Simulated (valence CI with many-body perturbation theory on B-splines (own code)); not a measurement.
Se XXVIII in three bases

Calculated by relativistic CI+MBPT: five valence electrons over a frozen Dirac-Fock core [He], a basis of 9 s, 9 p, 8 d, 6 f, 3 g, 1 h functions for each j, with the one-electron correlation potential Σ1, the two-electron term Σ2, the three-electron term Σ3, Breit, model QED; selected CI, second order for the rest, scaled by the run's own slope (own B-spline code, finite nucleus).

The last digits are not significant, and no measured levels were compared; by estimate large intervals hold to a few tenths of a per cent, small ones and those within an open d or f shell to about a per cent. Among the levels kept, up to 4800 cm⁻¹ of a level comes from second order outside the variational space, and about a tenth of that is noise between levels of different J, which matters for small intervals.

The reference run has the lowest level 2s²2p³ ⁴S°_3/2 and an ionisation energy of 2963.17 eV. Its largest variational space holds 27390 state functions.

Names give the largest LS component (configuration and term), which can be under half, so a name can repeat, a term be missing and a line seem to break the LS rules; names also repeat where a configuration has a term twice. Letters in brackets count levels of one name in rising energy.

Changed runs:
A. basis 6 s, 6 p, 5 d, 3 f, 1 g
B. basis 5 s, 5 p, 4 d, 2 f

Excitation energies of the reference run in cm⁻¹, and shifts in cm⁻¹:

```
                 Level  Reference       A      B
        2s²2p³ ²D°_3/2     298567     +37   +108
        2s²2p³ ²D°_5/2     390470    +153   +404
        2s²2p³ ²P°_1/2     513924    +147   +497
        2s²2p³ ²P°_3/2     793128    +114   +361
          2s2p⁴ ⁴P_5/2    1225710     -18    -55
          2s2p⁴ ⁴P_3/2    1436550    -3.7    +15
          2s2p⁴ ⁴P_1/2    1454870    +8.0   +107
          2s2p⁴ ²D_3/2    1711680    +171   +571
          2s2p⁴ ²D_5/2    1801860    +208   +635
      2s2p⁴ ²P_1/2 [a]    1953540    +187   +699
          2s2p⁴ ²P_3/2    2032640    +251   +821
      2s2p⁴ ²P_1/2 [b]    2361070    +211   +776
Ionisation energy (eV)    2963.17  -0.029  -0.10
```
